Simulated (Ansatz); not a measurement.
`N#[C][Ge]([F])([F])[C]#N` and `N#[C][GeH]([F])[F]` differ in one atom or group.

Ansatz, PBE0-D4/def2-TZVP geometries, multiplicity 1. 

Scalar relativity is left out up to krypton.

```tsv
property	`N#[C][Ge]([F])([F])[C]#N`
LUMO energy (ωB97M-V/def2-TZVPP) / eV	-0.42
HOMO–LUMO gap (ωB97M-V/def2-TZVPP) / eV	13.17
HOMO–LUMO gap (B3LYP/def2-TZVPP) / eV	8.18
HOMO energy (PBE0/def2-TZVPP) / eV	-11.24
LUMO energy (PBE0/def2-TZVPP) / eV	-2.55
size of the dipole moment (ωB97M-V/def2-TZVPP) / D	0.95
```

(1) What does the change do to each property? (Estimate.)

Results:

(1) The calculation gave: 
```tsv
property	`N#[C][GeH]([F])[F]`	shift
LUMO energy (ωB97M-V/def2-TZVPP) / eV	0.55	0.97
HOMO–LUMO gap (ωB97M-V/def2-TZVPP) / eV	13.64	0.47
HOMO–LUMO gap (B3LYP/def2-TZVPP) / eV	8.68	0.50
HOMO energy (PBE0/def2-TZVPP) / eV	-10.76	0.48
LUMO energy (PBE0/def2-TZVPP) / eV	-1.55	1.00
size of the dipole moment (ωB97M-V/def2-TZVPP) / D	3.02	2.07
```

With PBE0 the HOMO rises by 0.48 eV and the LUMO rises by 1.00 eV, so the gap widens by about 0.52 eV. PBE moves the HOMO by 0.50 eV and ωB97M-V by 0.50 eV. Dipoles are sizes alone; their direction can turn.

B3LYP here is the variant with VWN-RPA as its local correlation; programs differ in this.
